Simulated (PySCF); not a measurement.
Simulated outer-valence photoelectron spectrum of `C(C)[SiH2]Br`. Theory: EOM-IP-CCSD/aug-cc-pVDZ in PySCF, restricted Hartree–Fock reference, frozen core, non-relativistic, gas phase, PBE0-D3(BJ)/def2-SVP geometry.

Each root has a Gaussian of 0.6 eV full width with its one-hole share as area; cross sections and vibrations are left out, and the highest printed point is 100.

| ionisation energy (eV) | intensity |
| --- | --- |
| 9.5 | 0 |
| 9.6 | 1 |
| 9.7 | 3 |
| 9.8 | 7 |
| 9.9 | 15 |
| 10.0 | 28 |
| 10.1 | 47 |
| 10.2 | 67 |
| 10.3 | 84 |
| 10.4 | 94 |
| 10.5 | 92 |
| 10.6 | 79 |
| 10.7 | 60 |
| 10.8 | 40 |
| 10.9 | 24 |
| 11.0 | 15 |
| 11.1 | 12 |
| 11.2 | 17 |
| 11.3 | 26 |
| 11.4 | 38 |
| 11.5 | 48 |
| 11.6 | 52 |
| 11.7 | 51 |
| 11.8 | 46 |
| 11.9 | 44 |
| 12.0 | 49 |
| 12.1 | 62 |
| 12.2 | 80 |
| 12.3 | 95 |
| 12.4 | 100 |
| 12.5 | 92 |
| 12.6 | 75 |
| 12.7 | 56 |
| 12.8 | 44 |
| 12.9 | 42 |
| 13.0 | 49 |
| 13.1 | 61 |
| 13.2 | 73 |
| 13.3 | 82 |
| 13.4 | 83 |
| 13.5 | 77 |
| 13.6 | 65 |
| 13.7 | 49 |
| 13.8 | 33 |
| 13.9 | 20 |
| 14.0 | 10 |
| 14.1 | 6 |
| 14.2 | 5 |
| 14.3 | 8 |
| 14.4 | 16 |
| 14.5 | 26 |
| 14.6 | 38 |
| 14.7 | 48 |
| 14.8 | 51 |
| 14.9 | 47 |
| 15.0 | 37 |
| 15.1 | 25 |
| 15.2 | 14 |
| 15.3 | 7 |
| 15.4 | 3 |
| 15.5 | 1 |
| 15.6 | 0 |

**Question.** Where are the maxima, and how many lines lie under the curve?

**Answer.** 5 maxima, at 10.4, 11.6, 12.4, 13.4 and 14.8 eV, from 8 lines. At this width some lines have no maximum of their own.

**Question.** List the lines with their holes.

**Answer.** 
```tsv
E (eV)	leading hole (HF orbital)	area	Koopmans (eV)
10.32	HOMO	0.96	11.04
10.54	HOMO-1	0.96	11.17
11.60	HOMO-2	0.95	12.42
12.32	HOMO-3	0.95	13.06
12.45	HOMO-4	0.95	13.32
13.21	HOMO-5	0.95	14.09
13.53	HOMO-6	0.95	14.64
14.79	HOMO-7	0.95	15.88
```

The widest gap, 1.26 eV, lies between 13.53 and 14.79 eV. Only orbitals with −ε under 21 eV, eight at most, were ionised, so the high end of the curve may lack lines.

The values belong to the conformer `[CH3:1][CH2:2][SiH2:3][Br:4]`: C1–C2–Si3–Br4 179°.
